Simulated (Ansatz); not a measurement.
Basis-set series for AlClFH₃O₄Si, SMILES `O[Si](O)(O)[O][Al]([F])[Cl]`. Total charge 0; spin multiplicity 1. The structure was optimised at the PBE0-D4/def2-TZVP level. It is one conformer, not always the lowest.

```json
{"atom": "O1", "x (Å)": "-0.562", "y (Å)": "-1.804", "z (Å)": "0.757"}
{"atom": "Si2", "x (Å)": "-0.518", "y (Å)": "-0.554", "z (Å)": "-0.284"}
{"atom": "O3", "x (Å)": "-2.068", "y (Å)": "-0.286", "z (Å)": "-0.723"}
{"atom": "O4", "x (Å)": "0.478", "y (Å)": "-0.940", "z (Å)": "-1.516"}
{"atom": "O5", "x (Å)": "0.112", "y (Å)": "0.799", "z (Å)": "0.340"}
{"atom": "Al6", "x (Å)": "1.407", "y (Å)": "1.720", "z (Å)": "0.839"}
{"atom": "F7", "x (Å)": "1.329", "y (Å)": "3.344", "z (Å)": "0.662"}
{"atom": "Cl8", "x (Å)": "3.086", "y (Å)": "0.905", "z (Å)": "1.731"}
{"atom": "H9", "x (Å)": "-1.371", "y (Å)": "-1.917", "z (Å)": "1.258"}
{"atom": "H10", "x (Å)": "-2.268", "y (Å)": "0.542", "z (Å)": "-1.162"}
{"atom": "H11", "x (Å)": "0.374", "y (Å)": "-1.810", "z (Å)": "-1.903"}
```

| functional | basis | functions | energy (Eh) | HOMO (eV) | LUMO (eV) |
| --- | --- | --- | --- | --- | --- |
| PBE0-D4 | def2-SVP | 139 | -1393.65682 | -8.88 | -0.70 |
| PBE0-D4 | def2-QZVPP | 585 | -1394.59080 | -9.22 | -1.10 |
| ωB97M-V | def2-SVP | 139 | -1394.29802 | -11.29 | 0.96 |
| ωB97M-V | def2-QZVPP | 585 | -1395.23424 | -11.66 | 0.32 |

(1) Give the rows for def2-TZVPP. (An estimate is asked.)

## Answers

(1) The calculation gave: 
| functional | basis | functions | energy (Eh) | HOMO (eV) | LUMO (eV) |
| --- | --- | --- | --- | --- | --- |
| PBE0-D4 | def2-TZVPP | 323 | -1394.53447 | -9.15 | -0.94 |
| ωB97M-V | def2-TZVPP | 323 | -1395.18135 | -11.59 | 0.68 |

Positive LUMOs are unbound and depend on the basis.

Computed with Ansatz.
